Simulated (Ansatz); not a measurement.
One change: `F[SiH](F)[SeH]` becomes `F[SiH](F)[NH][GeH3]`.

Ansatz, PBE0-D4/def2-TZVP geometries, multiplicity 1. Each molecule was computed in one conformer, which needn't be the lowest.

Scalar relativity is left out up to krypton.

```csv
property,`F[SiH](F)[SeH]`
HOMO–LUMO gap (PBE/def2-TZVPP) / eV,5.27
HOMO–LUMO gap (B3LYP/def2-TZVPP) / eV,6.84
HOMO energy (ωB97M-V/def2-TZVPP) / eV,-9.93
size of the dipole moment (PBE/def2-TZVPP) / D,0.84
LUMO energy (ωB97M-V/def2-TZVPP) / eV,1.53
HOMO energy (PBE/def2-TZVPP) / eV,-6.56
```

What does the change do to each property? (An estimate is asked.)

Computed: 
```csv
property,`F[SiH](F)[NH][GeH3]`,shift
HOMO–LUMO gap (PBE/def2-TZVPP) / eV,5.94,0.67
HOMO–LUMO gap (B3LYP/def2-TZVPP) / eV,7.69,0.85
HOMO energy (ωB97M-V/def2-TZVPP) / eV,-10.37,-0.44
size of the dipole moment (PBE/def2-TZVPP) / D,2.53,1.69
LUMO energy (ωB97M-V/def2-TZVPP) / eV,1.80,0.27
HOMO energy (PBE/def2-TZVPP) / eV,-6.64,-0.08
```

With PBE0 the HOMO falls by 0.30 eV and the LUMO rises by 0.54 eV, so the gap widens by about 0.84 eV. PBE moves the HOMO by -0.08 eV and ωB97M-V by -0.44 eV. Dipoles are sizes alone; their direction can turn.

B3LYP here is the variant with VWN-RPA as its local correlation; programs differ in this.

Spin–orbit coupling is left out; it splits and shifts lone-pair levels of the heavy atoms by tenths of an eV.
